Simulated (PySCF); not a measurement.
AlH7O2Si2, SMILES [OH][Al]([OH])[SiH2][SiH3]. The structure is a stationary point at PBE-D3(BJ)/def2-SVP. The structure was generated by enumeration; whether it is a known compound was not checked. The values are those of a single conformer.

Question: Give the equilibrium geometry at PBE-D3(BJ)/def2-SVP (PySCF confirms it by a frequency run) as bond lengths and angles, and its point group. (Estimate from the structure and the level; the computed values follow.)

Answer: Several could match; the one computed here: point group Cs.
Atoms: Si1 Si2 Al3 O4 O5 H6 H7 H8 H9 H10 H11 H12. Bonded distances (Å): Si1–Si2 2.355, Si1–H6 1.506, Si1–H7 1.507, Si1–H8 1.507, Si2–Al3 2.424, Si2–H9 1.508, Si2–H10 1.508, Al3–O4 1.719, Al3–O5 1.719, O4–H11 0.969, O5–H12 0.969. Angles (°): Si2–Si1–H6 112.4, Si2–Si1–H7 109.7, Si2–Si1–H8 109.7, H6–Si1–H7 108.5, H6–Si1–H8 108.5, H7–Si1–H8 108.0, Si1–Si2–Al3 109.0, Si1–Si2–H9 108.3, Si1–Si2–H10 108.3, Al3–Si2–H9 111.5, Al3–Si2–H10 111.5, H9–Si2–H10 108.2, Si2–Al3–O4 117.5, Si2–Al3–O5 117.5, O4–Al3–O5 124.9, Al3–O4–H11 126.8, Al3–O5–H12 126.8.
Charge 0, spin multiplicity 1.
